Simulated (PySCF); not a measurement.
Br₂Hg (SMILES [Br][Hg][Br]), singlet, at a GFN2-xTB geometry (such geometries of metal compounds can be far from the true shape) (core potentials on Hg); DF-PBE/def2-SVPD (PySCF).

Here is a job for PySCF.
```python
from pyscf import gto, scf, dft

mol = gto.M(
    atom='''
Hg    0.00000000    0.00000000    0.00000000
Br    0.00000000    0.00000000    2.42323644
Br   -0.00000000   -0.00000000   -2.42323644
''',
    basis='def2-svpd',
    ecp={'Hg': 'def2-svpd'},
    verbose=4,
    max_memory=1800,
)

mf = dft.RKS(mol)
mf.xc = 'pbe'
mf = mf.density_fit(auxbasis='def2-universal-jkfit')
mf.kernel()
```

It wrote (shortened):

```
PySCF version 2.14.0

[INPUT] verbose = 4
[INPUT] num. atoms = 3
[INPUT] num. electrons = 90
[INPUT] charge = 0
[INPUT] spin (= nelec alpha-beta = 2S) = 0
[INPUT] symmetry False subgroup None
[INPUT] Mole.unit = angstrom
[INPUT] Symbol           X                Y                Z      unit          X                Y                Z       unit  Magmom
[INPUT]  1 Hg     0.000000000000   0.000000000000   0.000000000000 AA    0.000000000000   0.000000000000   0.000000000000 Bohr   0.0
[INPUT]  2 Br     0.000000000000   0.000000000000   2.423236440000 AA    0.000000000000   0.000000000000   4.579253206666 Bohr   0.0
[INPUT]  3 Br     0.000000000000   0.000000000000  -2.423236440000 AA    0.000000000000   0.000000000000  -4.579253206666 Bohr   0.0

nuclear repulsion = 439.482140247321
number of shells = 43
number of NR pGTOs = 226
number of NR cGTOs = 117
basis = def2-svpd
ecp = {'Hg': 'def2-svpd'}

******** <class 'pyscf.df.df_jk.DFRKS'> ********
method = DFRKS
initial guess = minao
damping factor = 0
level_shift factor = 0
DIIS = <class 'pyscf.scf.diis.CDIIS'>
diis_start_cycle = 1
diis_space = 8
diis_damp = 0
SCF conv_tol = 1e-09
SCF conv_tol_grad = None
SCF max_cycles = 50
direct_scf = False
XC library pyscf.dft.libxc version 7.1.2
    S. Lehtola, C. Steigemann, M. J. T. Oliveira, and M. A. L. Marques,  SoftwareX 7, 1–5 (2018)
XC functionals = pbe
    J. P. Perdew, K. Burke, and M. Ernzerhof,  Phys. Rev. Lett. 77, 3865 (1996)
    J. P. Perdew, K. Burke, and M. Ernzerhof,  Phys. Rev. Lett. 78, 1396 (1997)
    J. P. Perdew, K. Burke, and M. Ernzerhof,  Phys. Rev. Lett. 77, 3865 (1996)
    J. P. Perdew, K. Burke, and M. Ernzerhof,  Phys. Rev. Lett. 78, 1396 (1997)
radial grids:
    Treutler-Ahlrichs [JCP 102, 346 (1995); DOI:10.1063/1.469408] (M4) radial grids

becke partition: Becke, JCP 88, 2547 (1988); DOI:10.1063/1.454033
pruning grids: <function nwchem_prune>
grids dens level: 3
symmetrized grids: False
atomic radii adjust function: <function treutler_atomic_radii_adjust>
small_rho_cutoff = 0
Set gradient conv threshold to 3.16228e-05
Initial guess from minao.
tot grids = 64592
init E= -5286.95448879909
  HOMO = -0.618915887572807  LUMO = -0.562843963602516  gap/eV = 1.52579
cycle= 1 E= -5298.72266548212  delta_E= -11.8  |g|= 2.54  |ddm|= 16.5

WARN: HOMO 0.0589141098234186 == LUMO 0.0589141098234805

cycle= 2 E= -5266.34634555884  delta_E= 32.4  |g|= 5.99  |ddm|= 12.9
  HOMO = -0.446145020946699  LUMO = -0.386451056278283  gap/eV = 1.62436
cycle= 3 E= -5299.50044554759  delta_E= -33.2  |g|=  1.8  |ddm|= 12.2
  HOMO = -0.302166915117178  LUMO = -0.169875528912668  gap/eV = 3.59983
cycle= 4 E= -5300.45913211083  delta_E= -0.959  |g|= 0.602  |ddm|= 3.67
  HOMO = -0.244498302355797  LUMO = -0.111111828266871  gap/eV = 3.62963
cycle= 5 E= -5300.51038746812  delta_E= -0.0513  |g|= 0.204  |ddm|= 0.833
  HOMO = -0.269894873726206  LUMO = -0.138667646641233  gap/eV = 3.57087
cycle= 6 E= -5300.51934839261  delta_E= -0.00896  |g|= 0.082  |ddm|= 0.352
  HOMO = -0.264369464811658  LUMO = -0.134901353110847  gap/eV = 3.52301
cycle= 7 E= -5300.52054612908  delta_E= -0.0012  |g|= 0.00727  |ddm|= 0.0987
  HOMO = -0.26483539466586  LUMO = -0.135046044650044  gap/eV = 3.53175
cycle= 8 E= -5300.52056027252  delta_E= -1.41e-05  |g|= 0.00205  |ddm|= 0.011
  HOMO = -0.26452756985321  LUMO = -0.134749216090044  gap/eV = 3.53145
cycle= 9 E= -5300.52056118767  delta_E= -9.15e-07  |g|= 0.0011  |ddm|= 0.00303
  HOMO = -0.264520452539231  LUMO = -0.134674475900215  gap/eV = 3.53329
cycle= 10 E= -5300.52056153037  delta_E= -3.43e-07  |g|= 0.000109  |ddm|= 0.00183
  HOMO = -0.264513976346942  LUMO = -0.134664745253297  gap/eV = 3.53338
cycle= 11 E= -5300.52056153328  delta_E= -2.91e-09  |g|= 1.64e-06  |ddm|= 0.000153
  HOMO = -0.264513946936857  LUMO = -0.134664789190003  gap/eV = 3.53338
cycle= 12 E= -5300.52056153328  delta_E= -3.64e-12  |g|= 1.15e-07  |ddm|= 3.86e-06
  HOMO = -0.264513946815219  LUMO = -0.13466478208562  gap/eV = 3.53338
Extra cycle  E= -5300.52056153328  delta_E= 9.09e-13  |g|= 1.07e-07  |ddm|= 4.47e-07
converged SCF energy = -5300.52056153328
```
